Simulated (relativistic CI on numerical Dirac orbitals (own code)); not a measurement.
**Cu2+ in a cubic cluster: L2,3 absorption with charge transfer**

Computed with a charge-transfer multiplet model of a cubic metal-ligand cluster with up to one ligand hole, Slater and spin-orbit integrals from Dirac-Coulomb-Breit ions, Slater integrals scaled by 0.8. The ground state mixes d9 with configurations of k ligand holes L, whose averages lie at kΔ + k(k − 1)U_dd/2; a core hole lowers each added d electron by U_cd. 300 K, Lorentzian 0.4 eV and Gaussian 0.3 eV FWHM.

Atomic integrals in eV (Slater integrals scaled, ζ unscaled), ground: F2dd 11.066, F4dd 6.905, zeta_d 0.099; with the core hole: F2dd 11.066, F4dd 6.905, zeta_d 0.110, zeta_core 13.385.

Cluster parameters (eV): Δ = 5.3, U_dd = 6.9, U_cd = 7.7, 10Dq(ligand) = 1, V(eg) = 2.25, V(t2g) = -1.05, final-state hopping factor = 1.

```json
{"Case": "10Dq = -0.5 eV", "n_d": "9.14", "d9": "0.86", "d10L": "0.14", "S": "0.50"}
{"Case": "10Dq = -0.2 eV", "n_d": "9.14", "d9": "0.86", "d10L": "0.14", "S": "0.50"}
{"Case": "10Dq = 0.4 eV", "n_d": "9.13", "d9": "0.87", "d10L": "0.13", "S": "0.50"}
{"Case": "10Dq = 0.7 eV", "n_d": "9.12", "d9": "0.88", "d10L": "0.12", "S": "0.50"}
{"Case": "10Dq = 1.3 eV", "n_d": "9.11", "d9": "0.89", "d10L": "0.11", "S": "0.50"}
```

Weights, n_d and S are thermal averages at 300 K. Photon energies count from the first peak over 30 % of the highest in each spectrum, which can be another peak from case to case. The parameters are a model scan and need not match a compound or its usual spin state. A negative ionic 10Dq is a model choice; hopping adds the covalent part of the field. Peaks in eV (height, largest 100):
- 10Dq = -0.5 eV: 0.0 (100), 20.1 (11)
- 10Dq = -0.2 eV: 0.0 (100), 20.1 (23)
- 10Dq = 0.4 eV: 0.0 (100), 20.1 (33)
- 10Dq = 0.7 eV: 0.0 (100), 20.1 (36)
- 10Dq = 1.3 eV: 0.0 (100), 20.1 (40)

For the case 10Dq = 0.4 eV, Δ = 5.3 eV is smaller than U_dd = 6.9 eV, the charge-transfer side of the Zaanen-Sawatzky-Allen scheme.
